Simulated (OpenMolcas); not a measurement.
**InNH2F2 (SMILES [NH2][In]([F])[F]): the HOMO–LUMO gap, rung by rung**

InNH2F2: 6 atoms, total charge 0, spin state singlet. SMILES: `[NH2][In]([F])[F]`. Geometry: relaxed at PBE0-D4/def2-TZVP.

Quantity: the HOMO–LUMO gap, in eV. The values are calculated.

```tsv
level	kind	program	value (eV)	CPU time
HF/def2-SVPD (core potential)	Hartree–Fock	OpenMolcas	12.32	26 s
SVWN5/def2-SVPD (core potential)	LDA	OpenMolcas	3.73	53 s
PBE/def2-SVPD (core potential)	GGA	OpenMolcas	3.80	65 s
r2SCAN/def2-SVPD (core potential)	meta-GGA	OpenMolcas	4.39	90 s
B3LYP/def2-SVPD (core potential)	global hybrid	OpenMolcas	5.55	68 s
BHLYP/def2-SVPD (core potential)	global hybrid	OpenMolcas	8.25	56 s
M06-2X/def2-SVPD (core potential)	hybrid meta-GGA	OpenMolcas	8.26	71 s
PBE0/def2-SVPD (core potential)	global hybrid	OpenMolcas	6.14	66 s
```

The values span 3.73 to 12.32 eV. Orbital gaps aren't excitation energies; they tend to grow with the share of exact exchange. Times are those of the runs behind each value, whatever else they computed, on shared processors of several kinds: orders of magnitude only.
